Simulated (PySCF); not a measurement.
# Zr⁺ (zirconium, charge +1): UHF calculation

Configuration: [Kr] 4d1 5s1 6s1, high-spin 4D determinant (an excited configuration). Computed with PySCF 2.14 in aug-cc-pVTZ-PP with one added diffuse shell each of s, p, d, f, g type with ECP28MDF (7s7p6d4f3g, 113 functions), with scalar relativity through the core potential.

| Property | Result |
| --- | --- |
| Total energy | -45.788406 hartree |
| One-electron energy | -72.0806 hartree |
| Hartree (Coulomb) energy | 31.2346 hartree |
| Exchange energy | -4.9424 hartree |
| ⟨S²⟩ | 3.7531 |
| ⟨L²⟩ | 6.046 |
| Sum of ⟨r⟩ | 23.33 bohr |
| Sum of ⟨r²⟩ | 95.09 bohr² |
| Traceless quadrupole moment −½Σ⟨3z² − r²⟩ along its main axis | -1.33 e·bohr² |

```tsv
shell	electrons	mean orbital energy (hartree)	spread (hartree)	rms radius, mean of both spins (bohr)
4s α	1	-3.03688	0	1.30
4s β	1	-2.97534	0	1.30
4p α	3	-2.01750	0.03532	1.45
4p β	3	-1.94767	0.04986	1.45
4d α	1	-0.77909	0	2.09
5s α	1	-0.59972	0	3.36
6s α	1	-0.20965	0	7.96
```

Energies and moments cover only the electrons outside the core potential. The outer electron is Rydberg-like, and this basis confines it to a smaller radius and binds it less than a complete one would.
